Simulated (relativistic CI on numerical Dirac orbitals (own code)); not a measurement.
## Crystal-field levels of Ru⁶⁺, 4d2

Calculated by Dirac-Coulomb-Breit CI, orbitals from a KLI potential per configuration, model QED (radiative potential, 1s self-energy scaled to tabulated hydrogen-like ionisation energies), one configuration in a parametric crystal field, unscaled Slater integrals (own radial code). With so little scaling, terms lie 10 to 35 % too far apart, which can change the order of excited levels.

Field parameters in Wybourne normalisation: Td as Oh with Dq negative (B⁴₀ = 21Dq, B⁴₄ = √(5/14) B⁴₀). The field is a parameter set, without covalency.

S is read from ⟨S²⟩ = S(S + 1).

Site symmetry Td; labels are those of the double group. Computed levels in cm⁻¹ above the lowest, in rising order:

```
Δ (size of 10Dq)  Lowest    No. 2     No. 3     No. 4     No. 5     No. 6     No. 7     No. 8
            3800      T2   3078 E   4368 A2   4809 T2   4984 T1   7762 T2    8726 E   9558 T1
            6800      T2   6093 E   6864 A2   7278 T2   7641 T1  11850 T2   12525 E  13760 T1
            9850      T2   9082 E   9678 A2  10055 T2  10537 T1   16189 E  16266 T2   17936 E
           12850      T2  11796 E  12548 A2  12903 T2  13455 T1   17478 E  20469 T2   21130 E
           15900      T2  14028 E  15514 A2  15856 T2  16452 T1   18501 E  24504 T2  24872 A1
           18950      T2  15319 E  18506 A2  18840 T2  19466 T1   20363 E  27163 A1  28305 T2
```

Ground-state S against |10Dq| in cm⁻¹: 3800: 0.99, 6800: 1.00, 9850: 1.00, 12850: 1.00, 15900: 1.00, 18950: 1.00.

No abrupt spin change occurs in this range.
